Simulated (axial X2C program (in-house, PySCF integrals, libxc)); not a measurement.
## What spin–orbit coupling does to AsBr⁺

Calculated with an axial X2C code built on PySCF integrals. Spin-free means the one-electron spin-free X2C Hamiltonian; two-component (2c) means X2C with spin–orbit coupling and atomic mean-field two-electron Coulomb and Gaunt terms, so the difference of the two also holds small scalar two-electron terms. Basis: Br dyall-cv3z [8s9p6d4f1g], As dyall-cv3z [9s9p6d4f1g] (cores contracted in-house); Gaussian nuclei, density fitting, unrestricted open shells. Masses: Br 78.918 u, As 74.922 u.

Spin-free state: M_S = 1/2, Λ = 1 (beyond evenly filled blocks: π+α); fragments Br + As+.

| level | Re (Å) | ωe (cm⁻¹) | De (eV) | μ (D) |
| --- | --- | --- | --- | --- |
| PBE0 | 2.176 | 387.6 | 3.859 | 2.11 |
| B97-3 | 2.187 | 383.4 | 3.737 | 2.23 |

Dipoles are positive if As is the positive end and refer to the centre of mass.

(1) Within this multiplet, which Ω should lie lowest by the rule for regular and inverted multiplets?

Two-component determinant lowest at the distance of the search:

Ω = 1/2 (⟨Sz⟩ = -0.50, ⟨Lz⟩ = 1.00 at PBE0); fragments Br + As+.

| level | Re (Å) | ωe (cm⁻¹) | μ (D) |
| --- | --- | --- | --- |
| PBE0 | 2.178 | 386.0 | 2.09 |
| B97-3 | 2.189 | 382.0 | 2.21 |

(2) From the two tables, how do the constants change at the PBE0 level (2c against spin-free)?

The state is one determinant whose occupation by symmetry is held fixed; it was picked as the lowest of a PBE0 search that is not exhaustive. Dissociation energies refer to the lowest single-determinant-based atoms at the same level and basis. De is not given where an atomic determinant may have missed its ground term or J level, or where the truncated virtual space spoils (T). Density functionals use the spin component along the axis (collinear). The functionals have no current-density term, which raises determinants with orbital currents, atoms included. The determinant is spin-polarised beyond a pure state at some levels (its spin-free form has ⟨S²⟩ too high), which makes Re and μ there less reliable.

## Answers

(1) The open π shell holds one electron, so the multiplet is regular: Ω = Λ − 1/2 = 1/2. The PBE0 2c search agrees.

(2) At the PBE0 level Re increases by 0.002 Å and ωe falls by 1.6 cm⁻¹.
